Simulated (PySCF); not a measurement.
B3LYP has the VWN-RPA correlation part, as in Gaussian. Delta-SCF ions had no search for a lower state. Excitations are Tamm–Dancoff values on a coarser integration grid. The basis has no diffuse functions, so Rydberg states are missing or too high.

Cartesian coordinates (Å):
SMILES: N#CC=O
```xyz
5

N      2.0113     0.0260     0.3292
C      0.8648    -0.0069     0.2357
C     -0.5957    -0.0053     0.0854
O     -1.2974    -0.8276     0.6030
H     -0.9831     0.8138    -0.5412
```
Charge 0, spin multiplicity 1.

Task: Estimate the brightest of the four lowest singlets (TDA), S1 excitation (TDA), S1–T1 gap (TDA), LUMO, vertical ionisation energy (Delta-SCF), dipole moment, total energy and HOMO–LUMO gap that B3LYP-D3(BJ)/def2-TZVP (PySCF) returns for this input.

Result: 
```
Property                                           Result
-------------------------------------------  ------------
brightest of the four lowest singlets (TDA)       6.63 eV
S1 excitation (TDA)                               3.79 eV
S1–T1 gap (TDA)                                   0.66 eV
LUMO                                             -3.36 eV
vertical ionisation energy (Delta-SCF)           11.82 eV
dipole moment                                      2.43 D
total energy                                 -206.8275 Ha
HOMO–LUMO gap                                     5.61 eV
```
